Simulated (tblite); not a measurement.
A tight-binding relaxation on `C#[C][Al]([S]BC)[C](=C)C`.

Computed with GFN2-xTB geometry optimisation, gas phase (tblite 0.8.0). Start geometry: from a force field or distance geometry. The command runs a driver script over a list of jobs; the input below is this job's line of settings and its coordinates in Å.

Command:
```bash
OMP_NUM_THREADS=1 python probes_run.py task.json out
```

Input:
```
{"job": {"kind": "relax", "xc": "GFN2-xTB", "basis": "xTB"}, "charge": 0, "multiplicity": 1}
C     -0.406500     3.959900     1.054600
C     -0.420400     2.763400     0.994000
Al    -0.407300     0.817600     0.921400
S      0.945900    -0.363500     2.271800
B      2.323900    -0.373900     1.005300
C      2.429700    -1.547900    -0.066400
C     -1.516300    -0.111800    -0.443100
C     -2.261300     0.598200    -1.286400
C     -1.415600    -1.611200    -0.561300
H     -0.418900     5.018900     1.105200
H      3.106600     0.509000     0.978600
H      2.328700    -1.132200    -1.084500
H      1.626200    -2.291200     0.119000
H      3.426200    -2.043700     0.033100
H     -2.849600     0.107900    -2.063100
H     -2.316700     1.677500    -1.214700
H     -1.127200    -2.057300     0.411400
H     -2.399700    -2.046600    -0.863300
H     -0.657300    -1.863800    -1.319100
```

Output:
```
step      E/eV     max force
  0    -636.69170    1.573
  1    -636.72039    3.473
  2    -636.80947    0.508
  3    -636.83051    0.342
  4    -636.83843    0.223
  5    -636.84255    0.161
  6    -636.84702    0.176
  7    -636.85138    0.195
  8    -636.85435    0.150
  9    -636.85649    0.120
... (271 lines left out)
281    -637.14482    0.017
282    -637.14486    0.014
283    -637.14491    0.014
284    -637.14496    0.016
285    -637.14501    0.018
286    -637.14509    0.019
287    -637.14515    0.016
288    -637.14519    0.017
289    -637.14521    0.012
290    -637.14524    0.009
```

«max force» is the largest atomic force in eV/Å.

Question: From which step on does the largest force stay under 0.1 eV/Å, and how much energy is left to gain from there?

Answer: From step 266 (0.034 eV/Å), 1.8 meV above the end.

Summary of the converged run: energy lowered by 10.5 kcal/mol over 290 steps; largest atomic force 0.009 eV/Å at the end.

Question: Where do the atoms end?

Answer: 1.150 Å rms from the input after alignment:
```
atom  x, y, z in Å
C1     0.3766    3.5929    0.6534
C2     0.0540    2.4253    0.6244
Al3   -0.3585    0.5247    0.6664
S4     0.7415   -0.6306    2.2277
B5     2.2722   -0.8169    1.3598
C6     2.5025   -0.3034   -0.1170
C7    -1.6877   -0.4285   -0.4624
C8    -2.4517    0.3410   -1.2369
C9    -1.8359   -1.9282   -0.4424
H10    0.6449    4.6136    0.6675
H11    3.1422   -1.3450    1.9396
H12    1.5725   -0.0101   -0.6315
H13    3.0050   -1.0422   -0.7408
H14    3.1463    0.5775   -0.1065
H15   -3.2166   -0.0497   -1.8962
H16   -2.3333    1.4159   -1.2373
H17   -2.0827   -2.2611    0.5677
H18   -2.6117   -2.2652   -1.1300
H19   -0.8893   -2.4009   -0.7127
```

Question: How long does this job take on one thread, Arm Neoverse N1 (aarch64), no GPU, shared host with 64 logical CPUs at a one-minute load of 61?

Answer: About 5.2 s.
Labels such as C1 count atoms from 1, the log's own numbers from 0.
